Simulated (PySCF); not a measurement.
Point-charge models of `C1(c2c(c(c2=O)=O)C)CC1` against its computed dipole.

Coordinates (GFN2-xTB, Å) and charges (e) from the PBE0/pcSseg-1 density (PySCF):

```tsv
atom	x	y	z	Mulliken	IAO	Hirshfeld	ESP-fitted
C1	2.484	-0.895	-0.165	-0.0922	-0.4415	-0.1059	-0.6082
C2	1.495	0.183	0.013	-0.3024	-0.0043	+0.0275	+0.3251
C3	0.124	0.245	0.053	-0.0820	-0.0024	+0.0238	-0.3077
C4	-0.950	-0.711	-0.092	-0.2429	-0.1592	-0.0403	-0.0614
C5	-2.230	-0.484	0.688	-0.1594	-0.2722	-0.0720	-0.2853
C6	-2.225	-0.257	-0.777	-0.1621	-0.2714	-0.0716	-0.3025
C7	0.120	1.715	0.299	+0.2866	+0.3077	+0.1323	+0.5147
O8	-0.717	2.550	0.496	-0.3420	-0.3927	-0.2280	-0.4501
C9	1.656	1.644	0.219	+0.2956	+0.3095	+0.1225	+0.1883
O10	2.576	2.410	0.271	-0.3338	-0.3927	-0.2429	-0.4033
H11	3.158	-0.918	0.691	+0.1528	+0.1767	+0.0640	+0.1953
H12	3.093	-0.690	-1.045	+0.1531	+0.1769	+0.0640	+0.1963
H13	2.002	-1.864	-0.274	+0.1274	+0.1562	+0.0534	+0.1689
H14	-0.637	-1.736	-0.254	+0.1031	+0.1537	+0.0527	+0.1615
H15	-2.263	0.380	1.334	+0.1593	+0.1694	+0.0529	+0.1780
H16	-2.723	-1.358	1.084	+0.1406	+0.1593	+0.0572	+0.1522
H17	-2.714	-0.970	-1.422	+0.1410	+0.1595	+0.0574	+0.1582
H18	-2.256	0.761	-1.132	+0.1572	+0.1676	+0.0533	+0.1800
```

Form Σ q r in debye for every column and set it beside the full dipole.

The full density gives (-1.10, -5.80, -0.91) D, 5.97 D in size; dipole vectors point from the negative to the positive end.

```csv
scheme,μx,μy,μz,size (D),share of the full size (%),angle to the full dipole (°)
Mulliken,-0.82,-5.82,-0.93,5.95,100,3
IAO,-1.10,-5.88,-0.93,6.06,101,0
Hirshfeld,-0.88,-4.41,-0.69,4.55,76,1
ESP-fitted,-1.11,-5.79,-0.91,5.96,100,0
```

Which set comes closest?

Length of the difference vector: ESP-fitted 0.02 D, IAO 0.09 D, Mulliken 0.28 D, Hirshfeld 1.42 D. Closest: ESP-fitted. ESP charges are fitted to the potential around the molecule, whose slowest-falling term is the dipole's. 

What is left for the Hirshfeld atoms' own dipoles?

The shares of the density sum to the whole, so what Σ q r misses lies in dipoles about the nuclei. The atomic dipoles sum to (-1.10, -5.80, -0.91) − (-0.88, -4.41, -0.69) = (-0.22, -1.39, -0.22) D, 1.42 D in size.

With the origin at the mean of the coordinates, (0.000, 0.000, -0.001) Å, which are the largest single terms, by size, of the Mulliken dipole along the direction of the full one?

O10 +4.58, O8 +3.98, C9 -2.74, C7 -2.39, H17 +1.12 D; all 18 atoms together +5.94 D. The single terms depend on the origin, their sum doesn't.

Give the size of the full dipole in other units.

5.97 D = 2.349 au = 1.243 e·Å = 19.91 × 10⁻³⁰ C·m.

One conformer (not necessarily the lowest) at the GFN2-xTB geometry, without solvent, vibrations or thermal averaging.

Conformer computed: `[CH3:1][c:2]1[c:3]([CH:4]2[CH2:5][CH2:6]2)[c:7](=[O:8])[c:9]1=[O:10]`: C2–C3–C4–C5 148°.
